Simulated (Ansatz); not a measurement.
Breaking the Ge1–H4 bond in CH6GeO (SMILES C[O][GeH3]) (multiplicity 1 held, fragments rigid). Energies count from the point at 1.532 Å.
Geometry at that point (charge 0, multiplicity 1):
| atom | x (Å) | y (Å) | z (Å) |
|---|---|---|---|
| Ge | 0.7062 | -0.1175 | 0.1180 |
| O | -0.9059 | -0.1263 | -0.6599 |
| C | -1.9800 | 0.5128 | 0.0058 |
| H | 1.6113 | -0.8802 | -0.8543 |
| H | 1.1614 | 1.3442 | 0.3114 |
| H | 0.6049 | -0.8178 | 1.4893 |
| H | -1.7930 | 1.5836 | 0.1537 |
| H | -2.8707 | 0.4037 | -0.6151 |
| H | -2.1851 | 0.0600 | 0.9838 |

R- and RO- levels are restricted; in cc, def2 and unpolarised 6-31G sets they are followed outwards from rest. Unrestricted levels (U-) break spin symmetry where that is lower. Active spaces are followed from a long bond inwards. Curves can end on different states.

Cores are frozen in the correlated methods. Filled d and f shells under p-block atoms count as core.

Programs: Ansatz (an electronic-structure program) with Gaussian orbitals. 

Energies in kcal/mol.

| R (Å) | R-HF/cc-pVDZ | R-CCSD/cc-pVDZ | U-CCSD/cc-pVDZ | U-CCSD(T)/cc-pVDZ | FIC-MRCISD+Q on CASSCF(2,2)/cc-pVDZ |
|---|---|---|---|---|---|
| 1.225 | 31.6 | 32.1 | 32.1 | 32.2 | 32.0 |
| 1.379 | 6.0 | 6.4 | 6.4 | 6.5 | 6.5 |
| 1.532 | 0.0 | 0.0 | 0.0 | 0.0 | 0.0 |
| 1.685 | 4.4 | 3.7 | 3.7 | 3.6 | 3.6 |
| 1.838 | 14.1 | 12.4 | 12.4 | 12.2 | 12.2 |
| 2.068 | 32.9 | 29.0 | 29.0 | 28.5 | 28.5 |
| 2.298 | 52.7 | 45.6 | 45.9 | 44.9 | 44.5 |
| 2.681 | 83.1 | 67.9 | 68.8 | 66.9 | 65.5 |
| 3.063 | 108.3 | 82.2 | 81.5 | 80.4 | 77.9 |
| 3.523 | 132.2 | 90.9 | 86.2 | 86.1 | 84.5 |
| 4.136 | 155.1 | 95.3 | 87.2 | 87.3 | 87.1 |
| 4.902 | 173.3 | 96.7 | 87.4 | 87.5 | 87.7 |

Doubts at one or more of the structures used: a restricted determinant that unrestricted orbitals would lower (R-HF/cc-pVDZ, R-CCSD/cc-pVDZ); other coupled-cluster roots lie near (R-CCSD/cc-pVDZ); T1 above 0.05 (R-CCSD/cc-pVDZ, U-CCSD/cc-pVDZ, U-CCSD(T)/cc-pVDZ); a spin-contaminated determinant (U-CCSD/cc-pVDZ, U-CCSD(T)/cc-pVDZ).
